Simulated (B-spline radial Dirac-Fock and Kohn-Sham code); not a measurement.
## K-line shifts caused by a second vacancy in Sn⁴⁺

System: Sn⁴⁺, configuration 1s2 2s2 2p6 3s2 3p6 3d10 4s2 4p6 4d9 5s1 (an excited configuration).

These are calculated numbers from a radial finite-basis atomic code; the model is ΔSCF Dirac-Fock with Breit, self-energy and vacuum polarisation, finite nucleus, configuration average. Each two-hole energy is an average over J within one jj subconfiguration, not an observable level; in light atoms, where LS coupling holds, the j-resolved values are not observed lines, and for a K spectator the Kα1 hypersatellite is nearly forbidden. Electron correlation is not included.

Lines without a spectator: Kα2 (K-L2) 25042.0 eV, Kα1 (K-L3) 25269.5 eV, Kβ3 (K-M2) 28440.3 eV, Kβ1 (K-M3) 28482.8 eV. Shifts in eV with one spectator hole (a dash: not computed, or left out as unreliable):

```tsv
spectator hole	Kα2	Kα1	Kβ3	Kβ1
K (1s)	+576.8	+595.2	+736.1	+740.0
L2 (2p1/2)	+63.8	+80.5	–	+170.1
L3 (2p3/2)	+62.1	+62.4	+150.2	–
M2 (3p1/2)	–	+9.37	+21.02	+25.49
M3 (3p3/2)	+6.89	–	+21.58	+21.03
M4 (3d3/2)	+1.29	-1.36	–	–
```

With n spectator holes in 2p, averaged over the 2p shell (energies in eV):

```
n     KαLⁿ   step  hypersatellite KαʰLⁿ
0  25193.7      –               25782.7
1  25260.9  +67.2               25851.4
2  25329.4  +68.5               25921.4
3  25399.2  +69.8               25992.7
4  25470.3  +71.1               26065.3
5  25542.7  +72.4               26139.2
```
